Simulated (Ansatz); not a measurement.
Two shapes of singlet H₃(+).

Shape 1:

```xyz
3

H     0.4889   -0.0161    0.0336
H    -0.2174    0.4288    0.0058
H    -0.2279   -0.4709    0.0324
```

Shape 2:

```xyz
3

H     0.4688    0.0844   -0.0197
H    -0.3144    0.4088    0.0652
H    -0.3192   -0.4476    0.0992
```

Basis set: STO-3G (spherical functions). All electrons are correlated. Charge 1, multiplicity 1.

Computed with Ansatz (development build ahead of 0.2.0); each method stands on the lowest determinant of its kind that the runs found.

(1) Which shape is lower in energy, and by how much in each method?

## Answers

(1)

```
 method  E(2) − E(1) (eV)
    RHF            -0.119
RHF-MP2            -0.131
```

Shape 2 is lower. Caution: stretched shape with no unrestricted run beside it, a lower state can exist. Caution for RHF-MP2: bonds are stretched, where a single reference can fail.
